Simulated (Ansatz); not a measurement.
Sn₄. Charge 0, multiplicity 3. Geometry B3LYP-D4/def2-SVP, that of the charge +1 doublet; atoms count from 1.

| atom | x (Å) | y (Å) | z (Å) |
| --- | --- | --- | --- |
| Sn1 | -1.080 | 0.598 | -0.773 |
| Sn2 | 0.762 | 2.318 | 0.727 |
| Sn3 | -0.762 | -2.318 | -0.727 |
| Sn4 | 1.080 | -0.598 | 0.773 |

In the def2 sets Sn takes a core potential; there is no spin–orbit coupling. At PBE0-D4/def2-TZVP a singlet of charge 0 lies 0.97 eV below the triplet at the same geometry. The structure comes from a short search, and lower isomers may exist.

Problem. Estimate the Mulliken populations from the PBE0/def2-TZVP orbitals of Ansatz.

Solution. 
```csv
atom,charge (e),spin (α − β)
Sn1,0.02,0.27
Sn2,-0.02,0.73
Sn3,-0.02,0.73
Sn4,0.02,0.27
```
Mulliken values and Mayer orders depend strongly on the basis.

Problem. Where does the spin sit?

Solution. Summed by element: Sn 2.00, of 2 unpaired in all. Largest on single atoms: Sn2 0.73, Sn3 0.73, Sn4 0.27.

Problem. And the Mayer bond orders between bonded heavy atoms (over 0.3)?

Solution. Sn1–Sn2 0.89 (2.93 Å); Sn1–Sn3 0.88 (2.93 Å); Sn1–Sn4 0.84 (2.91 Å); Sn2–Sn4 0.88 (2.93 Å); Sn3–Sn4 0.89 (2.93 Å). Values over 0.3 also appear between atoms too far apart for a bond (Sn2–Sn3 0.49 at 5.09 Å); they arise where an orbital or an unpaired electron spreads over both atoms.
